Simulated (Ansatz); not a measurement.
(MgSe)2 ring (Mg2Se2). The state is a singlet with charge 0. Geometry PBE0-D4/def2-SVP, basis def2-TZVP, Ansatz.

```csv
run,HOMO (eV),LUMO (eV)
A,-8.06,-1.13
B,-5.00,-3.35
C,-5.17,-3.30
D,-5.97,-2.73
E,-7.96,-1.38
F,-8.37,-1.00
```

LC-ωPBE has ω = 0.4 bohr⁻¹.

**Question.** The runs used B97M-V, LC-ωPBE, PBE, PBE0, ωB97M-V, ωB97X-V. Estimate which is which.

**Answer.** A ωB97X-V (range-separated); B PBE (0 % exact exchange); C B97M-V (0 % exact exchange); D PBE0 (25 % exact exchange); E ωB97M-V (range-separated); F LC-ωPBE (range-separated). Exact exchange lowers occupied and raises empty levels; among semilocal functionals meta-GGAs tend to open the gap a little, and such runs are hard to tell apart. The gap grows from 1.65 eV (PBE) to 7.38 eV (LC-ωPBE).
